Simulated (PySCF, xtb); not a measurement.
Pb(OH)2 (H2O2Pb), SMILES [Pb]([OH])[OH] (connectivity only; charge and spin as stated), neutral, multiplicity 1.

GFN2-xTB run with xtb at its own geometry gives an orbital gap of 3.60 eV and a dipole moment of 5.05 D.

Geometry: B3LYP-D3(BJ)/def2-TZVP. The def2 effective core potentials stand for the cores of Pb; spin–orbit coupling is left out. One conformer was computed; it need not be the lowest.

Question: What does HF/def2-TZVPD in PySCF give? (An estimate is asked for; the answer gives what the named calculation found.)

Answer: gap 10.84 eV (levels -10.56 and 0.28 eV), dipole 4.11 D.
